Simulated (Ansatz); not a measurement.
Stepwise reaction of `[SiH3][O][Sn][O][SiH3]` with hydrogen chloride, as a gas-phase model of exchange steps in deposition or etching. ΔE in kJ/mol; ΔG adds harmonic PBE0-D4 terms to CCSD(T)/CBS, at 1 bar.

Gas-phase electronic energies from Ansatz, PBE0-D4/def2-TZVP geometries. CCSD(T)/CBS is the MP2 limit (def2-TZVPP, def2-QZVPP) plus CCSD(T) − MP2 in def2-TZVPP, frozen cores. This one scheme is used for every species. Functionals use def2-TZVPP. B3LYP here is the variant with VWN-RPA as its local correlation; programs differ in this. def2 core potentials past Kr. For Sn outer-core shells are correlated without core-valence functions, which leaves a few kJ/mol of doubt a bond. One conformer a species, not always the lowest.

```json
{"step": "1", "reaction": "`[SiH3][O][Sn][O][SiH3]` + HCl → `[SiH3][O][Sn][Cl]` + `O[SiH3]`", "PBE-D4": "-50.6", "B3LYP-D4": "-46.2", "ωB97M-V": "-48.1", "CCSD(T)/CBS": "-43.5", "ΔG(400 K)": "-44.1"}
```

(1) Give the row of step 2, `[SiH3][O][Sn][Cl]` + HCl → `[Cl][Sn][Cl]` + `O[SiH3]`. (An estimate is asked.)

(2) By hand: ΔE of the 2 steps together at CCSD(T)/CBS.

Results:

(1) Computed: 
```tsv
step	reaction	PBE-D4	B3LYP-D4	ωB97M-V	CCSD(T)/CBS	ΔG(400 K)
2	`[SiH3][O][Sn][Cl]` + HCl → `[Cl][Sn][Cl]` + `O[SiH3]`	-45.8	-42.3	-42.3	-37.8	-34.9
```

(2) (-43.5) + (-37.8) = -81.3 kJ/mol, or -40.6 kJ/mol a step.

In ΔE each step is higher than the one before. All are downhill at CCSD(T)/CBS. ΔG lies between -44.1 and -34.9 kJ/mol a step. PBE-D4 differs from CCSD(T)/CBS by -8.0 to -7.1 kJ/mol a step. Isolated molecules leave out the surface, adducts and barriers. Largest T1 diagnostic: 0.016.
